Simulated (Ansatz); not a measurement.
Ansatz (an electronic-structure program) input for H2Pb2, SMILES [PbH]#[PbH], PBE0/def2-TZVPD. Geometry optimised at PBE0-D3(BJ)/def2-TZVP. The def2 effective core potentials stand for the cores of Pb; spin–orbit coupling is left out.

Ansatz 0.2 input:
```yaml
crystal:
  periodic: [false, false, false]
  atoms:
    - {symbol: Pb, position_ang: [-0.00000000, -1.43643202, -0.01018713]}
    - {symbol: Pb, position_ang: [-0.00000000, 1.43643202, -0.01018713]}
    - {symbol: H, position_ang: [1.18658948, -0.00000001, 0.83534427]}
    - {symbol: H, position_ang: [-1.18658946, -0.00000000, 0.83534428]}
basis:
  gaussian:
    orbitals: def2-TZVPD
hamiltonian:
  xc: {name: PBE0}
```

Output:

```
WARN ansatz: RAYON_NUM_THREADS=1 ignored (pool sized by the plan → 1); use --threads N
Functional definition: PBE0
integrals: 0.05 GiB planned
1044 factors; their error is unknown
mean field: 0.50 GiB planned
mean field evaluation 1: about -10528.1921 eV, gradient 1.9e1 eV
mean field evaluation 2: about -10527.6384 eV, gradient 2.9e1 eV
mean field evaluation 4: about -10529.1787 eV, gradient 8.6e-1 eV
mean field evaluation 8: about -10529.2584 eV, gradient 5.1e-2 eV
mean field -10529.25837899 eV, -386.9431084403 hartree, gradient 4.3e-5 eV, S^2 0.000000; 0 other end points of the search recorded, 0 dependent functions left out
reference -10529.25840887 eV, -386.9431095382 hartree; 23, 23 occupied and 107, 107 virtual orbitals, 1044 factors
Total energy: -10529.25840887 eV, -386.9431095382 hartree
```

The run converged.
